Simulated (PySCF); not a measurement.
In(H)2(NCO) (CH2InNO), SMILES [InH2][N]=C=O. The structure is a stationary point at B3LYP-D3(BJ)/def2-SVP. The def2 effective core potentials stand for the cores of In; spin–orbit coupling is left out.

Computed equilibrium geometry at B3LYP-D3(BJ)/def2-SVP (PySCF confirms it by a frequency run) as Cartesian coordinates in Å, and its point group:
point group Cs.
```xyz
6

In    -0.0025     0.9471     0.0000
H      1.5786     1.6114     0.0000
H     -1.6037     1.5622     0.0000
N      0.0324    -1.1115     0.0000
C      0.0062    -2.3123     0.0000
O     -0.0148    -3.4908     0.0000
```
Charge 0, spin multiplicity 1.
